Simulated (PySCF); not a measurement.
Finite-field polarisability of Pb⁻ (lead, charge -1)

[Xe] 4f14 5d10 6s2 6p3, high-spin 4S determinant. Calculation: PySCF 2.14, in aug-cc-pVTZ-DK3 (9s8p6d3f, 84 functions); scalar relativity by spin-free X2C-1e. Frozen: [Xe] 4f14 5d10. Energy changes in a uniform field (μhartree):

```tsv
axis	F (au)	HF	MP2	CCSD	CCSD(T)
x	0.001	-92.698	-91.840	-93.589	-94.074
x	0.002	-371.345	-367.764	-374.793	-376.717
```

Task: Derive α along x at CCSD(T) from the two fields.

Result: With ΔE = −αF²/2 − γF⁴/24, α = −(16 ΔE(F) − ΔE(2F))/(6F²) = 188.1 bohr³.

Task: And the mean polarisability at each level?

Result: HF 185.3, MP2 183.6, CCSD 187.1, CCSD(T) 188.1 bohr³.

The polarisability of an anion needs two sets of diffuse s and p functions; this basis lacks them, so these values show the method and not the converged property.

Spin-orbit coupling is strong in this species (close to jj coupling), so the high-spin LS determinant is a model state, not a physical level.
